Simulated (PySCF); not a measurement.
Ti(OH)3 (H3O3Ti), SMILES [OH][Ti]([OH])[OH] (connectivity only; charge and spin as stated), neutral, multiplicity 2. Geometry optimised at PBE-D3(BJ)/def2-SVP. The multiplicity is an assumed one; other spin states were not compared. The isomer is the one that the SMILES or the coordinates give; other isomers of the formula were not compared. One conformer was computed; it need not be the lowest.

All values below come from PBE-D3(BJ)/def2-SVP (PySCF 2.14.0).

Harmonic wavenumbers (cm⁻¹): 90, 168, 168, 319, 347, 347, 376, 376, 393, 675, 794, 794, 3804, 3804, 3808. Rotational constants (GHz): 5.729, 5.729, 2.864; symmetry number 3.

Work out the zero-point energy and the ideal-gas rigid-rotor harmonic-oscillator thermochemistry at 298.15 K and 1 atm.

ZPE = ½ Σ hcν = ½ × 16261 cm⁻¹ = 23.25 kcal/mol. H − E(el) = 28.36 kcal/mol. Entropy in cal/(mol K): translation 39.68, rotation 23.46, vibration 16.11, spin 1.38, total 80.63. G − E(el) = 4.32 kcal/mol. Cp = 25.20 cal/(mol K). Modes under 150 cm⁻¹ make the vibrational entropy uncertain.
